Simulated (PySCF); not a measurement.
A structure optimised at r2SCAN-D4/def2-SVP, used in a PySCF frequency run:

```xyz
9

Si     1.5353     0.0034    -0.5592
N      0.1884     0.2473     0.5294
Si    -1.5116    -0.0496     0.2477
H      1.2031    -1.1705    -1.4292
H      2.7690    -0.2760     0.2504
H      0.4023     0.8172     1.3481
H     -2.1474    -0.5916     1.4868
H     -1.6086    -1.0440    -0.8580
H     -2.2699     1.1806    -0.1436
```
Charge 0, spin multiplicity 2.

Q: Write its SMILES and formula.

A: [SiH2]N[SiH3], H₆NSi₂

Q: What are its rotational constants (standard atomic weights)?

A: 27.431, 3.0567, 2.8706 GHz
